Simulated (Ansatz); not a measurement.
Geometry optimisation, RKS B3LYP/def2-mTZVP in Ansatz.

Input file:

```yaml
crystal:
  periodic: [false, false, false]
  atoms:
    - { symbol: B, position_ang: [0.2701, 1.3145, -0.6135] }
    - { symbol: B, position_ang: [0.0111, -0.0071, 0.2959] }
    - { symbol: "N", position_ang: [0.7525, -1.2725, -0.0539] }
    - { symbol: O, position_ang: [-0.8024, 0.0417, 1.4511] }
    - { symbol: H, position_ang: [0.9543, 1.3336, -1.5708] }
    - { symbol: H, position_ang: [-0.3642, 2.3649, -0.3574] }
    - { symbol: H, position_ang: [0.4671, -1.6034, -0.9648] }
    - { symbol: H, position_ang: [-0.91554, -0.67052, 0.0311] }
    - { symbol: H, position_ang: [-1.7548, -0.2325, 1.1442] }
basis:
  gaussian: { orbitals: def2-mTZVP }
hamiltonian:
  xc: b3lyp
relax:
  f_tol: 0.02
  max_steps: 50
```

Command:

```bash
$ ansatz run input.yaml --threads 2 --pin off --max-ram 3072MiB --backend cpu --events-out ev --progress --plain --runs-dir out
```

Where does it end, and by what steps?

It converged. After 15 steps the energy has fallen by 6.644 eV; H8 moved furthest, 1.32 Å. Parted: B2–H8 (1.17 → 2.15 Å). Joined: N3–H8 (1.78 → 1.01 Å).

```csv
step,energy less start (eV),largest force component (eV/Å),accepted
0,0.0000,3.645,yes
1,-1.5569,3.294,yes
2,-2.8744,3.460,yes
3,-4.0519,2.878,yes
4,-4.8411,1.927,yes
5,-5.3646,2.602,yes
6,-5.7859,1.765,yes
7,-6.1317,1.208,yes
8,-6.3626,1.240,yes
9,-6.5118,0.663,yes
10,-6.6175,0.434,yes
11,-6.6137,0.611,no
12,-6.6411,0.138,yes
13,-6.6435,0.056,yes
14,-6.6443,0.029,yes
15,-6.6444,0.011,yes
```

```xyz
9
Properties=species:S:1:pos:R:3
B 0.347 1.521 -0.623
B -0.277 0.158 0.175
N -0.188 -1.142 -0.377
O -0.896 0.383 1.393
H 1.512 1.677 -0.835
H -0.368 2.393 -1.016
H 0.302 -1.346 -1.234
H -0.630 -1.961 0.019
H -1.184 -0.413 1.861
```

Time of the run: 17 s on 2 threads of Intel(R) Xeon(R) 6975P-C (Granite Rapids) (shared host), peak memory 0.18 GiB.
